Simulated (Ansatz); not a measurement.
Consider the cleavage of the Si–Si bond: `B[SiH]([SiH3])Cl` + `OB(O)[TeH]` → `OB(O)[Te][SiH3]` + `B[SiH2]Cl`.

Calculated with Ansatz (gas phase, PBE0-D4/def2-TZVP geometries, no zero-point term in ΔE). CCSD(T)/CBS adds triple-zeta CCSD(T) − MP2 to the extrapolated MP2 energy (def2 sets, frozen cores). DFT in def2-TZVPP. def2 core potentials past Kr. For Te outer-core shells are correlated without core-valence functions, which leaves a few kJ/mol of doubt a bond. One conformer a species, not always the lowest.

```
          level  ΔE (kJ/mol)
      revPBE-D4        -46.4
         B97M-V        -46.5
         B2PLYP        -59.6
       PBE-QIDH        -61.1
  CCSD/def2-SVP        -60.1
CCSD/def2-TZVPP        -57.6
   HF/CBS(def2)        -65.7
  MP2/CBS(def2)        -72.1
```

(1) What does CCSD(T)/CBS give? (Best estimate.)

Largest T1 diagnostic among the species: 0.012.

## Answers

(1) The calculation gave: -61.0 kJ/mol. The listed levels differ from it by 14.6, 14.5, 1.4, -0.1, 0.9, 3.4, -4.7, -11.1 kJ/mol.

From r2SCAN to r2SCAN0 (25 % exact exchange), in def2-TZVPP and without D4, ΔE moves by −4.8 kJ/mol. Leaving LDA and LC-ωPBE aside and taking each functional with its dispersion term where it has one, the values, not all of them listed here, spread over 15.7 kJ/mol, from BHLYP-D4 to revPBE-D4.
